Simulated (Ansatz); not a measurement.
VSCl3⁻. Total charge -1; doublet. Geometry PBE0-D4/def2-SVP, that of the neutral singlet.

```xyz
5

V    -0.002   -0.002    0.006
S    -0.523   -0.580    1.812
Cl    0.002    2.117   -0.040
Cl   -1.412   -0.776   -1.374
Cl    1.935   -0.760   -0.403
```

At PBE-D4/def2-TZVPD the highest occupied level of the charge -1 doublet lies above zero (up to 0.35 eV). Its loss leaves the charge 0 singlet, which lies 2.35 eV higher (vertical, at PBE-D4/def2-TZVPD), but this difference is unsure: the singlet is doubtful (at the level of its geometry, restricted singlet, unstable towards broken spin symmetry at other levels and untested here).

Estimate the α-spin orbital energies around the gap (eV) in Ansatz with PBE-D4/def2-TZVPD, r2SCAN-D4/def2-TZVPD, PBE0-D4/def2-TZVPD.


```json
{"orbital": "HOMO−5", "PBE-D4/def2-TZVPD": "-3.89", "r2SCAN-D4/def2-TZVPD": "-4.22", "PBE0-D4/def2-TZVPD": "-5.28"}
{"orbital": "HOMO−4", "PBE-D4/def2-TZVPD": "-3.23", "r2SCAN-D4/def2-TZVPD": "-3.57", "PBE0-D4/def2-TZVPD": "-4.58"}
{"orbital": "HOMO−3", "PBE-D4/def2-TZVPD": "-3.07", "r2SCAN-D4/def2-TZVPD": "-3.41", "PBE0-D4/def2-TZVPD": "-4.42"}
{"orbital": "HOMO−2", "PBE-D4/def2-TZVPD": "-2.14", "r2SCAN-D4/def2-TZVPD": "-2.41", "PBE0-D4/def2-TZVPD": "-3.41"}
{"orbital": "HOMO−1", "PBE-D4/def2-TZVPD": "-2.10", "r2SCAN-D4/def2-TZVPD": "-2.33", "PBE0-D4/def2-TZVPD": "-3.19"}
{"orbital": "HOMO", "PBE-D4/def2-TZVPD": "0.35", "r2SCAN-D4/def2-TZVPD": "-0.16", "PBE0-D4/def2-TZVPD": "-1.77"}
{"orbital": "LUMO", "PBE-D4/def2-TZVPD": "0.51", "r2SCAN-D4/def2-TZVPD": "0.48", "PBE0-D4/def2-TZVPD": "1.39"}
{"orbital": "LUMO+1", "PBE-D4/def2-TZVPD": "1.41", "r2SCAN-D4/def2-TZVPD": "1.38", "PBE0-D4/def2-TZVPD": "2.17"}
{"orbital": "LUMO+2", "PBE-D4/def2-TZVPD": "1.62", "r2SCAN-D4/def2-TZVPD": "1.67", "PBE0-D4/def2-TZVPD": "2.36"}
{"orbital": "LUMO+3", "PBE-D4/def2-TZVPD": "1.81", "r2SCAN-D4/def2-TZVPD": "1.95", "PBE0-D4/def2-TZVPD": "2.61"}
{"orbital": "LUMO+4", "PBE-D4/def2-TZVPD": "2.79", "r2SCAN-D4/def2-TZVPD": "3.37", "PBE0-D4/def2-TZVPD": "3.23"}
{"orbital": "LUMO+5", "PBE-D4/def2-TZVPD": "3.32", "r2SCAN-D4/def2-TZVPD": "3.83", "PBE0-D4/def2-TZVPD": "3.71"}
{"orbital": "β HOMO", "PBE-D4/def2-TZVPD": "-2.04", "r2SCAN-D4/def2-TZVPD": "-2.30", "PBE0-D4/def2-TZVPD": "-3.19"}
{"orbital": "β LUMO", "PBE-D4/def2-TZVPD": "0.95", "r2SCAN-D4/def2-TZVPD": "1.12", "PBE0-D4/def2-TZVPD": "2.03"}
```
